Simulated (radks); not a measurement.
Results of a calculation; reference values are marked as such.
Q: Si IV, 11 electrons, occupied as [Ne] 3s0.5 3p0.5 (fractional occupations, a model configuration). Code: a radial shooting solver on a logarithmic mesh with Libxc functionals. Model: Dirac Kohn-Sham, LDA (Slater exchange, Perdew-Wang correlation), spin-unpolarised, spherical densities, point nucleus; open shells fill j = l - 1/2 first. Some entries of the table are withheld. Estimate them.

| orbital | occ. | eigenvalue (eV) | <1/r> (bohr^-1) | r(max) (bohr) |
|---|---|---|---|---|
| 1s1/2 | 2 | -1816.632 | 13.60 | 0.07284 |
| 2s1/2 | 2 | -175.7462 | 2.582 | (1) |
| 2p1/2 | 2 | -133.1083 | (2) | 0.3850 |
| 2p3/2 | 4 | -132.4547 | (3) | 0.3866 |
| 3s1/2 | 0.5 | -39.9811 | 0.7493 | 1.622 |
| 3p1/2 | 0.5 | -31.3608 | (4) | 1.781 |
| 3p3/2 | 0 | -31.2936 | (5) | 1.785 |

A: 
(1) 2s1/2 r(max) (bohr): 0.4552
(2) 2p1/2 <1/r> (bohr^-1): 2.481
(3) 2p3/2 <1/r> (bohr^-1): 2.467
(4) 3p1/2 <1/r> (bohr^-1): 0.6660
(5) 3p3/2 <1/r> (bohr^-1): 0.6642
